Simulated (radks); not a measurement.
Problem. Excited configurations of the carbon ion C3+: one electron is placed in a higher orbital outside [He]. The ground configuration is [He] 2s1. Method: Dirac Kohn-Sham, PBE, spin-unpolarised, spherical densities, point nucleus; open shells fill j = l - 1/2 first; computed with a radial shooting solver on a logarithmic mesh with Libxc functionals. Excitation = E - E(ground); binding = E(ion) - E, where the ion is the core of charge +4; n* = 4/sqrt(2 binding) in atomic units, and the quantum defect is n - n*.

outer orbital  excitation (eV)  binding (eV)     n*  quantum defect  eigenvalue (eV)  <r> (bohr)
2p1/2                    8.009        55.875  1.974           0.026          -47.186       1.208
3p1/2                   38.494        25.390  2.928           0.072          -22.274       2.982
3d3/2                   40.004        23.880  3.019          -0.019          -20.396       2.642
4d3/2                   50.082        13.802  3.971           0.029          -12.136       5.194
4f5/2                   50.368        13.516  4.013          -0.013          -11.556       4.522
5d3/2                   54.929         8.955  4.930           0.070           -7.977       8.470
5f5/2                   55.041         8.843  4.961           0.039           -7.780       7.818
6p1/2                   57.469         6.415  5.825           0.175           -5.789       12.68
6d3/2                   57.611         6.273  5.891           0.109           -5.634       12.47

Estimate the row for 7p1/2.

Solution. excitation (eV) 59.161; binding (eV) 4.723; n* 6.789; quantum defect 0.211; eigenvalue (eV) -4.280; <r> (bohr) 17.37. The Delta-SCF ionisation energy is 63.884 eV (NIST Atomic Spectra Database: 64.494 eV, measured). Self-interaction in the functional shifts the binding energies and quantum defects, so they are the method's values and not measured ones. Spin polarisation and multiplet splitting are left out, so open shells lie too high by an amount that depends on their filling.

Beside tabulated values, note that spin-unpolarised runs miss the spin-polarisation part of the exchange energy of open shells.
